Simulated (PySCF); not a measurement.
Isomers C₆H₉NOSi:

A. SMILES C(/C=C\[SiH2]OCC=C)#N
B. SMILES C=C(C#N)C[SiH2]C(C)=O
C. `c1(N=C)ccc([SiH2]C)o1`

Spectrum 1. 13C{1H} NMR (computed): δ 168.2 (C), 155.0 (C), 148.1 (CH2), 130.3 (CH), 120.4 (CH), -9.6 (CH3).

Spectrum 2. 13C{1H} NMR (computed): δ 242.3 (C), 141.6 (CH2), 124.0 (C), 123.8 (C), 42.8 (CH3), 21.3 (CH2).

Spectrum 3. 13C{1H} NMR (computed): δ 170.3 (CH), 144.3 (CH), 127.3 (CH2), 127.1 (C), 120.7 (CH), 70.2 (CH2).

PySCF 2.14.0 with density-fitted response routines calculation with geometry from GFN2-xTB and GIAO PBE0/pcSseg-1 shieldings; in vacuum, non-relativistic Hamiltonian, one computed conformer, equivalent nuclei averaged.

Referencing at the same level of theory: 13C against TMS. Shifts are as computed. Against solution values, carbons near 30 ppm lie about +3 ppm off and those near 130 ppm about +5 ppm. Of 1211 compounds with measured shifts, 218 miss one by over three times the rms of a fit or turn the order of signals round; such compounds aren't used in these exercises.

Problem. Match each spectrum to its structure.

Solution. 1–C, 2–B, 3–A.

- Spectrum 1 (C): 6 13C signals; δC 168.2 is an aromatic carbon bearing nitrogen; δC 130.3 is an aromatic CH.
- Spectrum 2 (B): 6 13C signals; δC 141.6 is a terminal =CH2 carbon; δC 124.0 is a nitrile carbon.
- Spectrum 3 (A): 6 13C signals; δC 144.3 is an alkene CH; δC 127.3 is a terminal =CH2 carbon.
